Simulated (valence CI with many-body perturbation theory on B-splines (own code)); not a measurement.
Results of a calculation; reference values are marked as such.
**Energy levels of Gd LX**

Level of theory: relativistic CI+MBPT: three valence electrons over a frozen Dirac-Fock core [He], radial functions for each j: 11 s, 11 p, 9 d, 7 f, 5 g, 2 h, 1 i, with the one-electron correlation potential Σ1, the two-electron term Σ2, the three-electron term Σ3, Breit, model QED; selected CI, second order for the rest (own B-spline code, finite nucleus).

The last digits are not significant, and no measured levels were compared; by estimate large intervals hold to a few tenths of a per cent, small ones and those within an open d or f shell to about a per cent.

Levels 1 to 45 of 101, with energies above the lowest level, (2s^2 2p1/2) J=1/2. "Leading %" is the weight of the configuration and term that name the level; weights of strongly mixed levels are sums over their largest components and can fall short. In the jj column 3d3/2^4 stands for four electrons in 3d with j = 3/2.

| No. | Configuration | Term | J | E (eV) | Leading % | Second component | g | Leading jj |
| --- | --- | --- | --- | --- | --- | --- | --- | --- |
| 1 | 2s²2p | ²P° | 1/2 | 0.0 | 100 |  | 0.629 | 2s^2 2p1/2 (100 %) |
| 2 | 2s2p² | ⁴P | 1/2 | 212.9 | 52 | 30 % 2s2p² ²S | 2.084 | 2s 2p1/2^2 (99 %) |
| 3 | 2s²2p | ²P° | 3/2 | 759.7 | 99 |  | 1.307 | 2s^2 2p3/2 (99 %) |
| 4 | 2s2p² | ⁴P | 3/2 | 908.5 | 91 | 6 % 2s2p² ²D | 1.635 | 2s 2p1/2 2p3/2 (100 %) |
| 5 | 2s2p² | ²D | 5/2 | 945.4 | 61 | 39 % 2s2p² ⁴P | 1.325 | 2s 2p1/2 2p3/2 (100 %) |
| 6 | 2s2p² | ²P | 1/2 | 1005.3 | 69 | 30 % 2s2p² ⁴P | 1.253 | 2s 2p1/2 2p3/2 (99 %) |
| 7 | 2s2p² | ²D | 3/2 | 1006.9 | 63 | 36 % 2s2p² ²P | 0.973 | 2s 2p1/2 2p3/2 (100 %) |
| 8 | 2p³ | ²P° | 3/2 | 1230.4 | 48 | 27 % 2p³ ²D° | 1.330 | 2p1/2^2 2p3/2 (99 %) |
| 9 | 2s2p² | ⁴P | 5/2 | 1686.1 | 61 | 39 % 2s2p² ²D | 1.417 | 2s 2p3/2^2 (100 %) |
| 10 | 2s2p² | ²S | 1/2 | 1776.9 | 69 | 18 % 2s2p² ⁴P | 1.910 | 2s 2p3/2^2 (100 %) |
| 11 | 2s2p² | ²P | 3/2 | 1777.8 | 61 | 31 % 2s2p² ²D | 1.178 | 2s 2p3/2^2 (100 %) |
| 12 | 2p³ | ⁴S° | 3/2 | 1949.8 | 55 | 45 % 2p³ ²D° | 1.438 | 2p1/2 2p3/2^2 (100 %) |
| 13 | 2p³ | ²D° | 5/2 | 1971.6 | 100 |  | 1.171 | 2p1/2 2p3/2^2 (100 %) |
| 14 | 2p³ | ²P° | 1/2 | 2019.0 | 100 |  | 0.629 | 2p1/2 2p3/2^2 (100 %) |
| 15 | 2p³ | ²P° | 3/2 | 2747.2 | 52 | 28 % 2p³ ²D° | 1.288 | 2p3/2^3 (100 %) |
| 16 | 2s²3s | ²S | 1/2 | 7602.9 | 98 |  | 1.987 | 2s^2 3s (98 %) |
| 17 | 2s²3p | ²P° | 1/2 | 7674.8 | 96 |  | 0.665 | 2s^2 3p1/2 (96 %) |
| 18 | 2s2p3s | ⁴P° | 1/2 | 7745.4 | 85 | 13 % 2s2p3s ²P° | 2.361 | 2s 2p1/2 3s (98 %) |
| 19 | 2s2p3s | ⁴P° | 3/2 | 7768.6 | 60 | 39 % 2s2p3s ²P° | 1.544 | 2s 2p1/2 3s (98 %) |
| 20 | 2s2p3s | ²P° | 1/2 | 7794.1 | 94 | 5 % 2s2p3s ⁴P° | 0.719 | 2s 2p1/2 3s (99 %) |
| 21 | 2s2p3p | ⁴D | 1/2 | 7806.0 | 72 | 20 % 2s2p3p ²P | 0.267 | 2s 2p1/2 3p1/2 (100 %) |
| 22 | 2s2p3p | ⁴D | 3/2 | 7830.5 | 41 | 32 % 2s2p3p ²D | 1.102 | 2s 2p1/2 3p1/2 (99 %) |
| 23 | 2s2p3p | ⁴P | 1/2 | 7866.7 | 47 | 30 % 2s2p3p ²S | 1.943 | 2s 2p1/2 3p1/2 (99 %) |
| 24 | 2s²3p | ²P° | 3/2 | 7900.2 | 97 |  | 1.326 | 2s^2 3p3/2 (97 %) |
| 25 | 2s²3d | ²D | 3/2 | 7950.6 | 97 |  | 0.791 | 2s^2 3d3/2 (97 %) |
| 26 | 2p²3s | ⁴P | 1/2 | 8000.1 | 40 | 26 % 2p²3s ²S | 1.909 | 2p1/2^2 3s (87 %) |
| 27 | 2s²3d | ²D | 5/2 | 8011.9 | 96 |  | 1.192 | 2s^2 3d5/2 (96 %) |
| 28 | 2s2p3p | ⁴P | 3/2 | 8040.6 | 31 | 27 % 2s2p3p ⁴D | 1.395 | 2s 2p1/2 3p3/2 (100 %) |
| 29 | 2p²3p | ²P° | 1/2 | 8060.2 | 42 | 36 % 2p²3p ⁴D° | 0.634 | 2p1/2^2 3p1/2 (92 %) |
| 30 | 2s2p3p | ⁴D | 5/2 | 8068.7 | 44 | 37 % 2s2p3p ²D | 1.323 | 2s 2p1/2 3p3/2 (97 %) |
| 31 | 2s2p3p | ²D | 3/2 | 8071.4 | 44 | 22 % 2s2p3p ²P | 1.245 | 2s 2p1/2 3p3/2 (99 %) |
| 32 | 2s2p3d | ⁴F° | 3/2 | 8080.1 | 71 | 13 % 2s2p3d ²D° | 0.565 | 2s 2p1/2 3d3/2 (100 %) |
| 33 | 2s2p3p | ²P | 1/2 | 8080.6 | 38 | 16 % 2s2p3p ²S | 1.397 | 2s 2p1/2 3p3/2 (88 %) |
| 34 | 2s2p3d | ⁴F° | 5/2 | 8106.7 | 46 | 28 % 2s2p3d ²F° | 1.017 | 2s 2p1/2 3d3/2 (97 %) |
| 35 | 2s2p3d | ²P° | 3/2 | 8123.3 | 29 | 26 % 2s2p3d ⁴D° | 1.185 | 2s 2p1/2 3d3/2 (97 %) |
| 36 | 2s2p3d | ⁴D° | 1/2 | 8129.4 | 52 | 36 % 2s2p3d ²P° | 0.439 | 2s 2p1/2 3d3/2 (93 %) |
| 37 | 2s2p3d | ⁴P° | 5/2 | 8152.7 | 35 | 29 % 2s2p3d ⁴D° | 1.313 | 2s 2p1/2 3d5/2 (99 %) |
| 38 | 2s2p3d | ⁴F° | 7/2 | 8177.6 | 38 | 38 % 2s2p3d ²F° | 1.230 | 2s 2p1/2 3d5/2 (100 %) |
| 39 | 2s2p3d | ²F° | 5/2 | 8188.6 | 50 | 22 % 2s2p3d ²D° | 1.067 | 2s 2p1/2 3d5/2 (98 %) |
| 40 | 2s2p3d | ²P° | 3/2 | 8189.0 | 39 | 34 % 2s2p3d ²D° | 1.098 | 2s 2p1/2 3d5/2 (96 %) |
| 41 | 2p²3p | ²P° | 3/2 | 8300.8 | 33 | 20 % 2p²3p ⁴D° | 1.323 | 2p1/2^2 3p3/2 (96 %) |
| 42 | 2p²3d | ²D | 3/2 | 8338.1 | 41 | 33 % 2p²3d ⁴F | 0.784 | 2p1/2^2 3d3/2 (98 %) |
| 43 | 2p²3d | ²D | 5/2 | 8411.3 | 35 | 18 % 2p²3d ⁴D | 1.191 | 2p1/2^2 3d5/2 (98 %) |
| 44 | 2s2p3s | ⁴P° | 5/2 | 8506.8 | 100 |  | 1.574 | 2s 2p3/2 3s (100 %) |
| 45 | 2s2p3s | ²P° | 3/2 | 8529.4 | 77 | 23 % 2s2p3s ⁴P° | 1.392 | 2s 2p3/2 3s (99 %) |

The ionisation energy to 2s² ¹S0 of the next ion comes out as 13515 eV (NIST: 13521 ± 7 eV (theoretical)). All 101 levels together are meant to be complete up to 9173.6 eV.
